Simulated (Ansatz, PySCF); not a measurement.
Spin states of H2O2Re (SMILES [OH][Re][OH]), each relaxed with B3LYP-D3(BJ)/def2-TZVP.
State 1 (charge 0, multiplicity 4):
| atom | x (Å) | y (Å) | z (Å) |
|---|---|---|---|
| Re | 0.1481 | -0.2550 | 0.1316 |
| O | 1.4765 | -0.0733 | -1.1885 |
| H | 1.7403 | 0.7460 | -1.6232 |
| O | -1.3986 | -0.5328 | 1.1662 |
| H | -2.0200 | 0.1448 | 1.4568 |
State 2 (charge 0, multiplicity 6):
```xyz
5

Re     0.0203    -0.0930     0.0072
O      1.3985    -0.0596    -1.3964
H      2.0180     0.6561    -1.5626
O     -1.2830    -0.3676     1.4552
H     -2.2077    -0.1062     1.4395
```

Singlets are restricted, other states unrestricted; no spin–orbit coupling, no relativity up to Kr; see below for the cores. The largest T1 diagnostic is 0.034.

Programs: Ansatz (Gaussian orbitals); PySCF for the dispersion terms.  In def2 rows elements past Kr take small-core potentials, without spin–orbit coupling.

Task: What energy of the multiplicity-6 state less that of the multiplicity-4 state does BHLYP-D4/def2-TZVPP give?

Result: 0.7 kcal/mol

Task: Estimate the energy of the multiplicity-6 state less that of the multiplicity-4 state that SVWN5/def2-TZVPP returns for this input.

Result: 16.1 kcal/mol

Task: What energy of the multiplicity-6 state less that of the multiplicity-4 state does BLYP-D4/def2-TZVPP give?

Result: 13.8 kcal/mol

Ansatz is an electronic-structure program.
